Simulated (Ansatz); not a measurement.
Consider the ligand exchange at the Si–O bond: `CO[SiH](C)F` + H–F → `C[SiH](F)F` + CH₃OH.

Computed with Ansatz on PBE0-D4/def2-TZVP structures; ΔE is electronic, products minus reactants. CBS: MP2 limit from def2 TZ/QZ plus the TZ coupled-cluster correction, frozen cores. This one scheme is used for every species. DFT in def2-TZVPP. B3LYP here is the variant with VWN-RPA as its local correlation; programs differ in this. Each species was taken in one conformer, which may not be the lowest.

| level | ΔE (kJ/mol) | difference from CCSD(T)/CBS |
| --- | --- | --- |
| r2SCAN-D4 | -42.5 | -5.1 |
| PBE0-D4 | -38.3 | -0.9 |
| B3LYP-D4 | -39.4 | -2.0 |
| r2SCANh-D4 | -41.8 | -4.4 |
| CAM-B3LYP-D4 | -41.1 | -3.7 |
| ωB97X-V | -41.0 | -3.6 |
| ωB97M-V | -40.4 | -3.0 |
| B2PLYP | -43.2 | -5.8 |
| BLYP | -49.1 | -11.7 |
| r2SCAN | -44.0 | -6.6 |
| PBE0 | -42.7 | -5.3 |
| MP2/def2-TZVPP | -35.5 | 1.9 |
| CCSD/def2-TZVPP | -39.5 | -2.1 |
| MP2/def2-QZVPP | -35.7 | 1.7 |
| HF/CBS(def2) | -50.4 | -13.0 |
| MP2/CBS(def2) | -35.3 | 2.1 |
| CCSD(T)/CBS | -37.4 | 0 |

Largest T1 diagnostic among the species: 0.011.

Leaving LDA and LC-ωPBE aside and taking each functional with its dispersion term where it has one, the values, not all of them listed here, spread over 9.1 kJ/mol, from B97M-V to revPBE-D4. LDA lies +7.5 kJ/mol from PBE without D4. The D4 term adds +7.7 kJ/mol with B3LYP and +4.4 kJ/mol with PBE0; it sums over pairs of atoms, weighted by their polarisabilities, and B3LYP, whose exchange is more repulsive, gets the larger term.
